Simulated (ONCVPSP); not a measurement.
## Si (Z = 14) ONCV: all-electron and pseudo phase curves

| Quantity | Value |
| --- | --- |
| Element | silicon |
| Generator | ONCVPSP 4.0.1 |
| Type | optimised norm-conserving Vanderbilt (ONCV) |
| Functional | PBE |
| Relativity | scalar-relativistic |
| Frozen core | [Ne] |
| Valence charge | 4 |
| Reference configuration | 3s2 3p2 |
| Partial waves | 3s: rc 1.80 bohr, ncon 4, nbas 7, qcut 2.8 1/bohr, 1 projector; 3p: rc 2.25 bohr, ncon 3, nbas 8, qcut 4.1 1/bohr, 2 projectors, debl 2.8 Ha |
| Local potential | polynomial inside 1.75 bohr (lpopt 4, dvloc0 1 Ha) |
| Core correction | Teter function fitted to the true core (icmod 2), fcfact 0.35 |

The phase is arctan(r·R′/R) of the radial function R(r), unwrapped; energies in Ha, scanned from -2 to 5 Ha. A pole is an energy at which the radial function vanishes at the test radius. The pseudo phase is shifted by a multiple of π to meet the all-electron one at the reference energy, and phase errors are pseudo minus all-electron; the curves can meet again beyond the range given. Levels narrower than the energy grid can be missing from the lists of poles.

Q: For each channel, where are the poles, and over which energies does the pseudopotential scatter like the atom?

A:

```json
{"channel": "s", "radius (bohr)": "1.83", "reference energy (Ha)": "-0.40", "poles, all-electron": "1.58", "poles, pseudo": "1.30, 4.67", "unbroken range about the reference energy with phases within 0.05 rad": "below 1.5", "phase error 1 Ha above the reference energy (rad)": "-0.014"}
{"channel": "p", "radius (bohr)": "2.29", "reference energy (Ha)": "-0.15", "poles, all-electron": "0.88", "poles, pseudo": "0.88", "unbroken range about the reference energy with phases within 0.05 rad": "the whole range", "phase error 1 Ha above the reference energy (rad)": "-0.001"}
```

Phases in the p channel:

| E (Ha) | all-electron | pseudo |
| --- | --- | --- |
| -1.98 | 1.246 | 1.245 |
| -1.80 | 1.219 | 1.218 |
| -1.62 | 1.185 | 1.183 |
| -1.44 | 1.140 | 1.139 |
| -1.26 | 1.080 | 1.079 |
| -1.08 | 0.994 | 0.992 |
| -0.90 | 0.861 | 0.860 |
| -0.72 | 0.640 | 0.639 |
| -0.54 | 0.255 | 0.254 |
| -0.36 | -0.304 | -0.304 |
| -0.18 | -0.796 | -0.796 |
| 0.00 | -1.096 | -1.096 |
| 0.18 | -1.271 | -1.271 |
| 0.36 | -1.383 | -1.384 |
| 0.54 | -1.463 | -1.464 |
| 0.72 | -1.524 | -1.525 |
| 0.90 | -1.576 | -1.577 |
| 1.08 | -1.622 | -1.623 |
| 1.26 | -1.668 | -1.669 |
| 1.44 | -1.717 | -1.718 |
| 1.62 | -1.773 | -1.775 |
| 1.80 | -1.846 | -1.847 |
| 1.98 | -1.948 | -1.950 |
| 2.16 | -2.114 | -2.115 |
| 2.34 | -2.422 | -2.424 |
| 2.52 | -3.007 | -3.007 |
| 2.70 | -3.680 | -3.679 |
| 2.88 | -4.073 | -4.073 |
| 3.06 | -4.274 | -4.275 |
| 3.24 | -4.389 | -4.391 |
| 3.42 | -4.463 | -4.465 |
| 3.60 | -4.515 | -4.518 |
| 3.78 | -4.554 | -4.558 |
| 3.96 | -4.585 | -4.589 |
| 4.14 | -4.610 | -4.615 |
| 4.32 | -4.631 | -4.637 |
| 4.50 | -4.650 | -4.657 |
| 4.68 | -4.667 | -4.675 |
| 4.86 | -4.682 | -4.692 |
